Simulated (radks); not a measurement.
Results of a calculation; reference values are marked as such.
Task: Ionisation of the scandium ion Sc+, [Ar] 3d1 4s1, to Sc2+, [Ar] 3d1, under several functionals. Scalar-relativistic Kohn-Sham, spin-polarised, spherical densities, point nucleus; open shells are filled with parallel spins first; a radial shooting solver on a logarithmic mesh with Libxc functionals. Known Delta-SCF values: exchange-only PBE 12.913 eV. What does BP86 give, and what is its highest occupied eigenvalue?

Result: 13.231 eV by Delta-SCF; the 4s eigenvalue is -10.407 eV. NIST: 12.800 eV (measured).
